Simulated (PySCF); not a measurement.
Te(Cl)(OH) (ClHOTe), SMILES [Te](Cl)O.

The structure is a stationary point at B3LYP-D3(BJ)/def2-TZVP. The def2 effective core potentials stand for the cores of Te; spin–orbit coupling is left out. The values are those of a single conformer.

Computed with TDA-ωB97X/def2-SVPD (PySCF 2.14.0).

Vertical excitations. 

```tsv
state	energy (eV)	λ (nm)	f	main pairs
S1	2.63	472	0.000	HOMO→LUMO 96 %
S2	3.37	368	0.003	HOMO→LUMO+1 93 %
S3	5.72	217	0.006	HOMO−1→LUMO 90 %
S4	6.03	206	0.052	HOMO→LUMO+2 50 %, HOMO−3→LUMO 36 %
S5	6.11	203	0.079	HOMO−3→LUMO 41 %, HOMO→LUMO+2 39 %, HOMO−2→LUMO 8 %
S6	6.29	197	0.005	HOMO−2→LUMO+1 51 %, HOMO−2→LUMO 22 %, HOMO−1→LUMO+1 11 %
S7	6.48	191	0.068	HOMO−2→LUMO+1 32 %, HOMO−2→LUMO 26 %, HOMO−1→LUMO+1 23 %, HOMO−3→LUMO 9 %
S8	7.07	175	0.044	HOMO→LUMO+3 64 %, HOMO→LUMO+4 25 %
S9	7.17	173	0.009	HOMO−3→LUMO+1 64 %, HOMO→LUMO+4 15 %
S10	7.23	171	0.019	HOMO→LUMO+4 40 %, HOMO−3→LUMO+1 22 %, HOMO→LUMO+3 15 %
T1	1.92	645	0	HOMO→LUMO 96 %
T2	2.52	492	0	HOMO→LUMO+1 92 %
T3	5.08	244	0	HOMO−1→LUMO 74 %, HOMO−2→LUMO 16 %
T4	5.28	235	0	HOMO−2→LUMO 71 %, HOMO−1→LUMO 13 %
```
Triplets are in the Tamm–Dancoff approximation.
